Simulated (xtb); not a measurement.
xtb input (GFN1-xTB):

```bash
xtb mol.xyz --gfn 1 --sp --chrg 0 --uhf 0
```
mol.xyz:
```
8

O      0.49659719     1.51282395    -0.06000283
Si    -0.15996403     0.05746548     0.29125159
O      0.93017641    -1.17239754     0.38478079
O     -1.18599245    -0.37385307    -0.91014877
H      0.81725238     1.66280328    -0.95372339
H     -0.82914538     0.25975919     1.58407134
H      1.58970912    -1.14894373     1.08230754
H     -1.26456885    -1.31072233    -1.10721138
```

End of the output:

```
         :::::::::::::::::::::::::::::::::::::::::::::::::::::
         ::                     SUMMARY                     ::
         :::::::::::::::::::::::::::::::::::::::::::::::::::::
         :: total energy             -18.329992695637 Eh    ::
         :: gradient norm              0.036447701558 Eh/a0 ::
         :: HOMO-LUMO gap              8.897336039450 eV    ::
         ::.................................................::
         :: SCC energy               -18.437963124849 Eh    ::
         :: -> electrostatic           0.114886640904 Eh    ::
         :: repulsion energy           0.109842192787 Eh    ::
         :: dispersion energy         -0.001871763576 Eh    ::
         :: halogen bond corr.         0.000000000000 Eh    ::
         :: add. restraining           0.000000000000 Eh    ::
         :: total charge              -0.000000000000 e     ::
         :::::::::::::::::::::::::::::::::::::::::::::::::::::

           -------------------------------------------------
          |                Property Printout                |
           -------------------------------------------------

    * Orbital Energies and Occupations

         #    Occupation            Energy/Eh            Energy/eV
      -------------------------------------------------------------
         1        2.0000           -0.7487822             -20.3754
         2        2.0000           -0.7441534             -20.2494
         3        2.0000           -0.7422204             -20.1968
         4        2.0000           -0.6170898             -16.7919
         5        2.0000           -0.5974303             -16.2569
         6        2.0000           -0.5900772             -16.0568
         7        2.0000           -0.5453388             -14.8394
         8        2.0000           -0.5345382             -14.5455
         9        2.0000           -0.5222430             -14.2110
        10        2.0000           -0.5143208             -13.9954
        11        2.0000           -0.5016038             -13.6493
        12        2.0000           -0.4910631             -13.3625
        13        2.0000           -0.4511229             -12.2757 (HOMO)
        14                         -0.1241518              -3.3783 (LUMO)
        15                         -0.1143591              -3.1119
        16                         -0.0993746              -2.7041
        17                         -0.0427030              -1.1620
Note: The following floating-point exceptions are signalling: IEEE_DENORMAL
normal termination of xtb
        18                         -0.0366079              -0.9962
        19                         -0.0233680              -0.6359
        20                          0.0476969               1.2979
        21                          0.2060667               5.6074
        22                          0.2252738               6.1300
        23                          0.2716140               7.3910
        24                          0.3992166              10.8632
       ...                                ...                  ...
        29                          1.3914745              37.8639
      -------------------------------------------------------------
                  HL-Gap            0.3269711 Eh            8.8973 eV
             Fermi-level           -0.2876373 Eh           -7.8270 eV

  Mulliken/CM5 charges         n(s)   n(p)   n(d)
     1O    -0.52351 -0.69710   1.651  4.872  0.000
     2Si    0.55013  0.43724   0.905  1.413  1.132
     3O    -0.53393 -0.70901   1.658  4.876  0.000
     4O    -0.51867 -0.69198   1.654  4.865  0.000
     5H     0.36168  0.54240   0.638  0.000  0.000
     6H    -0.04772  0.04505   1.048  0.000  0.000
     7H     0.35192  0.53154   0.648  0.000  0.000
     8H     0.36010  0.54186   0.640  0.000  0.000

Wiberg/Mayer (AO) data.
largest (>0.10) Wiberg bond orders for each atom

 ---------------------------------------------------------------------------
     #   Z sym  total        # sym  WBO       # sym  WBO       # sym  WBO
 ---------------------------------------------------------------------------
     1   8 O    2.206 --     2 Si   1.311     5 H    0.833
     2  14 Si   4.957 --     4 O    1.327     1 O    1.311     3 O    1.290
                             6 H    0.948
     3   8 O    2.196 --     2 Si   1.290     7 H    0.846
     4   8 O    2.218 --     2 Si   1.327     8 H    0.839
     5   1 H    0.876 --     1 O    0.833
     6   1 H    0.994 --     2 Si   0.948
     7   1 H    0.884 --     3 O    0.846
     8   1 H    0.878 --     4 O    0.839
 ---------------------------------------------------------------------------

Topologies differ in total number of bonds
Writing topology from bond orders to xtbtopo.mol

 dipole moment from electron density (au)
     X       Y       Z
   0.7365  -0.6786  -0.1443  total (Debye):    2.572

           -------------------------------------------------
          | TOTAL ENERGY              -18.329992695637 Eh   |
          | GRADIENT NORM               0.036447701558 Eh/α |
          | HOMO-LUMO GAP               8.897336039450 eV   |
           -------------------------------------------------

------------------------------------------------------------------------
------------------------------------------------------------------------
 total:
 SCF:
```
